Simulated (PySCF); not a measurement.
**Atomic charges by several schemes**

Species: (BeS)2 ring, Be2S2.
Z-matrix (Å and degrees, PBE0-D3(BJ)/def2-SVP geometry), rows numbered from 1:
```
Be
S   1  1.9459
Be  2  1.9457  1   61.64
S   1  1.9455  2  118.35  3     0.00
```

Density: PBE0/pcSseg-1 (PySCF); schemes: Mulliken, IAO, Hirshfeld and ESP-fitted. Isolated species at its PBE0-D3(BJ)/def2-SVP geometry, gas phase.

Task: Atoms with like bonding are taken together and averaged. Which atoms carry the lowest charge in the Mulliken, IAO, Hirshfeld and ESP-fitted schemes?

Result: All schemes agree: Mulliken S2/S4 (-0.560); IAO S2/S4 (-1.410); Hirshfeld S2/S4 (-0.323); ESP-fitted S2/S4 (-0.609).

Task: At which atom do the 4 schemes differ most?

Result: At Be1/Be3 and S2/S4: from +0.323 (Hirshfeld) to +1.410 e (IAO), 1.087 e apart.

Task: For which atoms does the sign change between the 4 schemes (beyond +0.03 e in one, beyond −0.03 e in another)?

Result: For none.

Task: Give the atomic charges in each scheme.

Result: In e; atoms taken as equivalent share a row and are averaged (×n: the atom named and its like, n in all):

```tsv
atom	environment	Mulliken	IAO	Hirshfeld	ESP-fitted
Be1/Be3	beryllium bonded to 2 S	+0.560	+1.410	+0.323	+0.609
S2/S4	sulfur bonded to 2 Be	-0.560	-1.410	-0.323	-0.609
```

Mean size of the charges over all atoms: IAO 1.410 e, ESP-fitted 0.609 e, Mulliken 0.560 e, Hirshfeld 0.323 e. Each set sums to the total charge, 0, to within 0.001 e. The ESP scheme is a least-squares fit of atom-centred charges to the potential on four shells outside the van der Waals surface, with the total charge fixed. The Hirshfeld scheme divides the density at each point in proportion to the densities of the neutral, spherically averaged free atoms.

Task: How many electrons does the ESP-fitted scheme count on S4?

Result: Its own charge is -0.608 e, so Z − q = 16.608.

Task: Sum the charges by element.

Result: 
```csv
element,atoms,Mulliken,IAO,Hirshfeld,ESP-fitted
Be,2,+1.120,+2.820,+0.646,+1.218
S,2,-1.120,-2.820,-0.646,-1.218
```
